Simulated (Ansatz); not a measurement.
One change: `[OH][SnH]([Cl])[Cl]` becomes `[SiH3][SnH]([Cl])[Cl]`.

Ansatz, PBE0-D4/def2-TZVP geometries, multiplicity 1. Each molecule was computed in one conformer, which needn't be the lowest.

Elements past krypton have def2 core potentials.

```tsv
property	`[OH][SnH]([Cl])[Cl]`
HOMO–LUMO gap (ωB97M-V/def2-TZVPP) / eV	11.74
HOMO energy (PBE0/def2-TZVPP) / eV	-9.24
HOMO–LUMO gap (PBE/def2-TZVPP) / eV	4.89
size of the dipole moment (PBE/def2-TZVPP) / D	0.93
HOMO energy (B3LYP/def2-TZVPP) / eV	-8.94
LUMO energy (B3LYP/def2-TZVPP) / eV	-2.14
```

(1) Give the same properties after the change, and the shifts. (Estimate.)

## Answers

(1) Ansatz gave: 
| property | `[SiH3][SnH]([Cl])[Cl]` | shift |
| --- | --- | --- |
| HOMO–LUMO gap (ωB97M-V/def2-TZVPP) / eV | 10.74 | -1.00 |
| HOMO energy (PBE0/def2-TZVPP) / eV | -8.28 | 0.96 |
| HOMO–LUMO gap (PBE/def2-TZVPP) / eV | 4.78 | -0.11 |
| size of the dipole moment (PBE/def2-TZVPP) / D | 3.29 | 2.36 |
| HOMO energy (B3LYP/def2-TZVPP) / eV | -8.05 | 0.89 |
| LUMO energy (B3LYP/def2-TZVPP) / eV | -1.69 | 0.45 |

With PBE0 the HOMO rises by 0.96 eV and the LUMO rises by 0.39 eV, so the gap narrows by about 0.57 eV. PBE moves the HOMO by 0.56 eV and ωB97M-V by 1.24 eV. Dipoles are sizes alone; their direction can turn.

B3LYP here is the variant with VWN-RPA as its local correlation; programs differ in this.
